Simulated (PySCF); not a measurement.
**A small calculation by hand: chemical shift, span and skew from a shielding tensor**

2-methylidene-1,3-dithiole (C₄H₄S₂), SMILES C=C1SC=CS1. Atoms are numbered in the order given.

```xyz
10

C      0.0000     0.0000     2.2948
C      0.0000     0.0000     0.9482
S      0.0000     1.4850    -0.0358
C      0.0000     0.6722    -1.5880
C      0.0000    -0.6722    -1.5880
S      0.0000    -1.4850    -0.0358
H      0.0000    -0.9360     2.8551
H      0.0000     0.9360     2.8551
H      0.0000     1.2952    -2.4830
H      0.0000    -1.2952    -2.4830
```

Geometry optimised at TPSSh-D3(BJ)/def2-SVP.

GIAO shieldings from B3LYP/pcSseg-1 (PySCF), non-relativistic, no solvent. The symmetric part of the tensor of C1 has the principal values -31.1, 108.2, 158.9 ppm. The same nucleus in TMS has σ = 181.3 ppm at this level (PySCF, at its B3LYP-D3(BJ)/def2-TZVP geometry).

Problem. Work out the isotropic shielding, the ¹³C shift against TMS, the span and the skew.

Solution. 
σ(iso) = (σ11 + σ22 + σ33)/3 = 78.7 ppm. δ = σ(ref) − σ(iso) = 181.3 − (78.7) = 102.6 ppm.
Span Ω = σ33 − σ11 = 190.0 ppm. Skew κ = 3(σ(iso) − σ22)/Ω = -0.47. Tumbling in solution averages the tensor to δ; in a static solid the shielding alone would spread this spin-1/2 line over Ω.
